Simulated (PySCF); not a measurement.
Compound: C2H4BrGeN.
Bonds: N1–C2 (triple), C2–C3, C3–Ge4, Ge4–Br5. Hydrogens: H6, H7 on C3; H8, H9 on Ge4.

The computed photoelectron lines, unassigned: C 1s: 292.20 (area 1), 292.44 (area 1) eV; N 1s: 405.01 eV.

Computed, not measured: delta-SCF UKS SCAN, pcX-2 on the ionised atom, pcseg-1 elsewhere, spin-free X2C in PySCF. Geometry: PBE0-D3(BJ)/def2-SVP, one conformer, isolated molecule.

Problem. Which carbon gives which C 1s line?

Solution. 292.20 eV: C3 (sp3 carbon bound to germanium); 292.44 eV: C2 (nitrile carbon). The 2 C 1s values lie within 0.24 eV of each other; Gaussian lines of 0.5 eV full width would blend them into one maximum.

Bonded neighbours of each site: N1: C (triple bond); C2: N (triple bond) and C; C3: C, 2 H and Ge.

Problem. Express the binding energy of N 1s of N1 in atomic units and per mole.

Solution. 405.01 eV = 14.8838 Eh = 39078 kJ/mol.

No level of bromine or germanium is listed.

The run took 23 s wall on Arm Neoverse V1, one thread, no GPU, shared host.

The values belong to the conformer `[N:1]#[C:2][CH2:3][GeH2:4][Br:5]`: C2–C3–Ge4–Br5 -75°.
